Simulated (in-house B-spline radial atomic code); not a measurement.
How numerical settings move a run on the molybdenum ion Mo³⁺, [Kr] 4d3. Computed with a B-spline radial code for spherical atoms: non-relativistic OLYP, spin-polarised, spherical fractional occupations, point nucleus.

Command:
```bash
python run_scf.py task.json out
```
Settings of the sound reference run:
```
Z                42
electrons        39
configuration    [Kr] 4d3
hamiltonian      nr
method           optx,lyp
spin_polarised   True
knot_spacing     0.22
spline_order     8
gauss_points     12
box_radius       16.22
max_iterations   70
damping          0.5
damped_steps     3
diis_vectors     10
tolerance        1e-08
start            Thomas-Fermi
```

Time taken, with all properties: 0.31 s on 1 thread of Arm Neoverse N1, with other jobs on the host.

It converges in 10 iterations to -3976.919535 hartree, with 4d up at -34.4101 eV. The other runs change the listed settings, some to values that make no sense; their results aren't properties of the atom or ion. Radii are in bohr (the nuclear one in fm), a minus after a letter asks for a j subshell, and «unchanged» means within 1e-8 hartree. The run stops when the residual is below 10 × tolerance × max(1, Z/10), or a noise floor if that is larger, and the energy moves by less than 1e-8 × √|E| hartree; so very loose and very tight tolerances often act alike.

```tsv
changed settings	outcome
electrons = 40, configuration = [Kr] 4d3 5s-1, max_iterations = 75	stopped with error: j subshells need the Dirac Hamiltonian and l > 0
max_iterations = 8	not converged after 8 iterations, last residual 3.4e-05, last energy +1.18e-08 hartree from the reference
max_iterations = 3	not converged after 3 iterations, last residual 6.2e-02, last energy +1.13e-01 hartree from the reference
diis_vectors = 2	converged in 15 iterations, energy unchanged, 4d up level -1.1e-06 eV
diis_vectors = 4	converged in 11 iterations, energy unchanged, 4d up level -6.1e-06 eV
first_knot = 2.38e-06, max_iterations = 60, damping = 0.95, tolerance = 0.001	converged in 10 iterations, energy -2.91e-06 hartree from the reference, 4d up level -6.3e-05 eV
spline_order = 6, gauss_points = 4, max_iterations = 60, damping = 0.8, start = bare nucleus	converged in 12 iterations, energy +2.29e-06 hartree from the reference, 4d up level +1.7e-05 eV
max_iterations = 12	converged in 10 iterations, energy unchanged
knot_spacing = 0.3, max_iterations = 100, damped_steps = 0	converged in 9 iterations, energy +9.06e-05 hartree from the reference, 4d up level -2.5e-04 eV
max_iterations = 5	not converged after 5 iterations, last residual 7.3e-03, last energy +1.42e-03 hartree from the reference
hamiltonian = dirac, method = hf, spin_polarised = False, nucleus = fermi, rms_radius = 4.4091, mass_number = 98, atomic_mass = 97.9054, speed_of_light = 46.20854	converged in 10 iterations to -5108.3241 hartree, a different physical problem
```

(1) What happens with diis_vectors = 1?

(2) What happens with start = bare nucleus?

(3) What happens with spline_order = 7, max_iterations = 8, damping = 0.95?

(4) What happens with diis_vectors = 0?

## Answers

(1) Converged in 48 iterations, energy unchanged, 4d up level +1.3e-05 eV.

(2) Converged in 11 iterations, energy unchanged, 4d up level +4.4e-06 eV.

(3) Not converged after 8 iterations, last residual 2.6e-04, last energy -2.88e-06 hartree from the reference.

(4) Converged in 21 iterations, energy unchanged, 4d up level +1.3e-06 eV.
